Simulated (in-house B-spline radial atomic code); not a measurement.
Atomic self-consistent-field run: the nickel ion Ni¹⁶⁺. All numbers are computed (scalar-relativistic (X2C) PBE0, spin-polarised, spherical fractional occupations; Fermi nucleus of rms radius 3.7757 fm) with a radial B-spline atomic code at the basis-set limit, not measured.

Command:
```bash
python run_scf.py task.json out
```
Settings (nuclear radius in fm, mass in u):
```
Z                28
configuration    [Ne] 3s2
hamiltonian      x2c
method           pbe0
spin_polarised   True
nucleus          fermi
rms_radius       3.7757
atomic_mass      57.93534
speed_of_light   137.035999084
```

Output (hartree, bohr):
```
 radial grid: 61 intervals, B-splines of order 8, outer radius 4.1317 bohr

 iter        energy (Eh)    residual
    1       -1378.036011    2.37e+00
    2       -1392.946753    3.64e-01
    3       -1393.252476    1.55e-01
    4       -1393.308751    6.57e-02
    5       -1393.320887    1.01e-02
    6       -1393.321182    3.19e-05
    7       -1393.321182    9.18e-07
    8       -1393.321182    1.55e-09

 total energy                     -1393.32118
 kinetic                            1418.0806
 electron-nucleus                  -3066.0596
 Hartree                             301.5951
 exact exchange                      -11.6518
 exchange-correlation                -35.2855

 orbital      occ     eigenvalue          <r>       <r^2>       <1/r>       r_max
 1s up      1.000      -324.3538    0.0537217  0.00389396      28.539     0.03502
 1s down    1.000      -324.3538    0.0537217  0.00389396      28.539     0.03502
 2s up      1.000       -56.7600     0.241001   0.0683872     6.23134      0.2031
 2s down    1.000       -56.7600     0.241001   0.0683872     6.23134      0.2031
 2p up      3.000       -51.7465     0.211643   0.0547156     6.03631      0.1635
 2p down    3.000       -51.7465     0.211643   0.0547156     6.03631      0.1635
 3s up      1.000       -20.4947      0.61757    0.432998     2.36159      0.5772
 3s down    1.000       -20.4947      0.61757    0.432998     2.36159      0.5772

 Slater integrals (Eh)
   F0(2p up,2p up)               4.309080
   F2(2p up,2p up)               2.038247
   F0(2p up,2p down)             4.309080
   F2(2p up,2p down)             2.038247
   F0(2p up,3s up)               1.905143
   G1(2p up,3s up)               0.188861
   F0(2p up,3s down)             1.905143
   F0(2p down,2p down)           4.309080
   F2(2p down,2p down)           2.038247
   F0(2p down,3s up)             1.905143
   F0(2p down,3s down)           1.905143
   G1(2p down,3s down)           0.188861
   F0(3s up,3s up)               1.452897
   F0(3s up,3s down)             1.452897
   F0(3s down,3s down)           1.452897
```

Run time, properties included: 0.14 s on 1 thread of Intel(R) Xeon(R) 6975P-C, on a shared host.

One-electron X2C: radii and densities carry no picture-change correction, so inner-shell <1/r> comes out high (for 1s by about 2 % at Z = 33, 5 % at 54, 10 % at 75, 30 % at 118) and <r> low.
